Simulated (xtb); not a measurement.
Mg₂O, SMILES [O]([Mg])[Mg] (connectivity only; charge and spin as stated), neutral, multiplicity 1. All values are semi-empirical tight-binding results from xtb (GFN2-xTB unless named), good for trends rather than for accurate numbers. The structure is a stationary point at GFN2-xTB.

For metal compounds this method's bond lengths and energies can be far off.

```json
{
 "point_group_as_xtb_finds_it": "D∞h",
 "orbital_gap": "1.27 eV",
 "zero_point_energy": "2.2 kcal/mol",
 "G − E(el) at 298.15 K (modified RRHO)": "-12.8 kcal/mol"
}
```
